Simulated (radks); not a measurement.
Spherical jellium clusters: N electrons in a uniform positive sphere of charge N and radius rs N^(1/3), rs = 3.8 bohr. Method: non-relativistic Kohn-Sham, PBE, spin-polarised, spherical densities; computed with a radial shooting solver with Libxc functionals. Levels are named by radial order and angular momentum (1s, 1p, 1d, 2s, ...), and open shells are averaged over m.

N = 8, configuration 1s2 1p6. This is the lowest configuration that the search found. Occupied and some empty levels:

| level | occupation | eigenvalue (eV) | <r> (bohr) |
|---|---|---|---|
| 1s | 2 | -4.6875 | 5.113 |
| 1p | 6 | -3.3396 | 6.228 |
| 1d | 0 | -1.7425 | 7.334 |
| 2s | 0 | -1.2866 | 7.609 |

Energy (eV): total -14.7580, kinetic 14.338, external -268.53, Hartree 131.61, exchange-correlation -29.665, background 137.49.
